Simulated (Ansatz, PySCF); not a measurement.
System: sum formula SiNH₂F₂, net charge 0, doublet state. It need not be the lowest isomer of its formula. 
Geometry from a B3LYP-D3(BJ)/def2-TZVP (Ansatz, a program for electronic structure) optimisation:
SMILES: F[Si](N)F
```xyz
6

Si    -0.1272    -0.2520    -0.2701
F     -0.7469    -0.7198     1.1306
F     -0.7289     1.1822    -0.6522
N      1.5535    -0.0429    -0.0301
H      2.0880    -0.7758     0.4134
H      2.0995     0.4415    -0.7277
```
Charge 0, spin multiplicity 2.

Dipole moments at this geometry, in debye (magnitudes).

```csv
level,program,dipole (D)
HF/def2-TZVPD,PySCF,2.97
SVWN5/def2-TZVPD,Ansatz,2.86
revPBE/def2-TZVPD,Ansatz,2.74
r2SCAN/def2-TZVPD,Ansatz,?
M06-2X/def2-TZVPD,PySCF,2.88
CCSD(T)/aug-cc-pV(D+d)Z,Ansatz,?
```

Q: What belongs in the gaps?

A: 
- r2SCAN/def2-TZVPD, dipole (D): 2.79
- CCSD(T)/aug-cc-pV(D+d)Z, dipole (D): 2.83
